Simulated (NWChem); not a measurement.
System: WNHOCl2; SMILES [NH]=[W](=[O])([Cl])[Cl]

Computed with NWChem. Geometry: optimised at PBE-D3(BJ)/def2-SVP. def2 effective core potentials on W; no spin-orbit coupling. Level PBE/def2-SVP: energy and gradient on several grids; changes count from the extra-fine grid, which is no exact limit either.

| grid | size of the energy change (μHa) | largest change of a gradient component (μHa/bohr) |
|---|---|---|
| xcoarse | 3000 | 8000 |
| coarse | 40 | 700 |
| medium | < 10 | 40 |
| fine | < 10 | < 30 |
| xfine | < 10 | < 30 |
